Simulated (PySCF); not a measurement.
Computed Raman spectrum (relative Raman activity) of a molecule C₂H₅NOSi. Geometry optimised at B3LYP-D3(BJ)/def2-SVP. Other conformers were not sampled. Method: B3LYP-D3(BJ)/def2-SVP run with PySCF. Frequencies are harmonic and unscaled.

Lines under 2 % of the strongest are left out, and lines within 2 cm⁻¹ are merged.

| ν (cm⁻¹) | relative intensity |
|---|---|
| 698 | 3.2 |
| 725 | 5.4 |
| 783 | 4.7 |
| 837 | 3.5 |
| 858 | 4.7 |
| 994 | 5.7 |
| 1184 | 6.1 |
| 1411 | 4.9 |
| 2231 | 100 |
| 2373 | 36 |
| 3051 | 52 |
| 3106 | 32 |
| 3881 | 63 |

Problem. Which structure fits?
(A) C1=N[SiH2]CO1
(B) N#CC[SiH2]O
(C) O[Si@@H]1C=NC1
(D) C[Si@@H]1N=CO1

Solution. B, N#CC[SiH2]O
